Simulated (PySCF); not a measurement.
C3HBr2Cl, SMILES ClC=C=C(Br)Br. Heavy atoms are numbered as in [Cl:1][CH:2]=[C:3]=[C:4]([Br:5])[Br:6]. Hydrogens are named by the atom that carries them.

The structure is a stationary point at PBE0-D3(BJ)/def2-SVP. This is a generated structure with no PubChem entry under its InChIKey; it may be hypothetical.

These are PySCF with PBE/pcSseg-1 values and carry that method's errors.

GIAO shieldings, no solvent; atoms alike by connectivity are averaged. δ = σ(ref) − σ: ³⁵Cl against HCl (σ = 936.5 ppm); ¹³C against TMS (σ = 182.0 ppm); ¹H against TMS (σ = 31.49 ppm), references at their B3LYP-D3(BJ)/def2-TZVP geometries, non-relativistic (without spin–orbit terms, shifts of atoms bonded to Cl or Br come out too high).

Problem. Estimate the chemical shifts. (An estimate is asked for; the answer gives what the named calculation found.)

Solution. 
```tsv
nucleus	atoms	count	δ (ppm)
³⁵Cl	Cl1	1	259.9
¹³C	C3	1	219.6
¹³C	C4	1	122.9
¹³C	C2 (CH)	1	108.9
¹H	H on C2	1	6.82
```
